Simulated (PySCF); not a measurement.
From results back to the method.

Species: (OH)2Al-S-SiH3.
Z-matrix (Å and degrees, PBE0-D3(BJ)/def2-SVP geometry), rows numbered from 1:
```
Al
O   1  1.6935
O   1  1.6925  2  121.56
S   1  2.1704  2  123.28  3  -179.88
Si  4  2.1584  1   99.06  2   176.41
H   2  0.9579  1  126.67  3   177.55
H   3  0.9575  1  127.39  2    -1.53
H   5  1.4921  4  104.92  1  -178.06
H   5  1.4904  4  111.62  1   -59.94
H   5  1.4899  4  111.72  1    63.70
```

The closed-shell ground state was solved 3 times with PySCF (density fitting, gas phase), always in the pcSseg-1 (pcSseg-2 on Al) basis (150 functions), with these functionals: B3LYP, PBE and PBE0.

```csv
row,total energy (Eh),HOMO (eV),LUMO (eV),dipole (D)
P,-1083.1121,-6.37,-1.40,1.46
Q,-1083.7992,-7.31,-0.81,1.43
R,-1083.1914,-7.60,-0.55,1.43
```

Q: Which functional belongs to which row?

A: P = PBE, Q = B3LYP, R = PBE0. By rising HOMO–LUMO gap: PBE (GGA) 4.97 eV; B3LYP (global hybrid, 20 % exact exchange) 6.50 eV; PBE0 (global hybrid, 25 % exact exchange) 7.05 eV. Total energies of different functionals aren't bounds to one another; each is stationary for its own functional.

One conformer stands for the species.
